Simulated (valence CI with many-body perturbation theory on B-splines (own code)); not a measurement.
Ga26+: key properties

Calculated by relativistic CI+MBPT: three valence electrons over a frozen Dirac-Fock core [He], a basis of 11 s, 11 p, 10 d, 8 f, 5 g, 2 h functions for each j, with the one-electron correlation potential Σ1, the two-electron term Σ2, the three-electron term Σ3, Breit, model QED; selected CI, second order for the rest, scaled by the run's own slope (own B-spline code, finite nucleus).

No measured spectrum was set against this ion. As an estimate, large intervals hold to a few tenths of a per cent, small ones and those within an open d or f shell to about a per cent.

Names give the largest LS component (configuration and term), which can be under half, so a name can repeat, a term be missing and a line seem to break the LS rules; names also repeat where a configuration has a term twice.

Rates and lifetimes use the calculated energies. Strong lines usually hold to 10 to 20 %, long lifetimes can be off by a factor of two.

Problem. What is the ground level?

Solution. 2s2 2p 2P°_1/2, composition 98 % 2s2 2p 2P°, g = 0.658.

Problem. How is the term 2P° of the ground level split?

Solution. J = 1/2 at 0.0, J = 3/2 at 31.8 eV.

Problem. Among levels below 2201.7 eV, which E1 lines absorb most strongly from the ground level?

Solution. to 2s2 3d 2D_3/2 at 0.7934 nm, f = 0.684; to 2s 2p 3p 2D_3/2 at 0.7731 nm, f = 0.230; to 2s 2p 3p 2P_1/2 at 0.7760 nm, f = 0.126.

Problem. How well does LS coupling describe the low levels?

Solution. Among the lowest 20 levels the leading LS term, summed over configurations, holds 89 % on average. For single configurations the figures are 87 % in LS and 88 % in jj coupling. Terms mix most in the J = 1/2 level at 174.2 eV, where the leading one holds 68 %.

Problem. What is the ionisation energy?

Solution. 2683.6 eV; NIST lists 2683 ± 1.4 eV (semi-empirical).

Problem. Where does the other parity begin?

Solution. At 2s 2p2 4P_1/2, 67.3 eV.
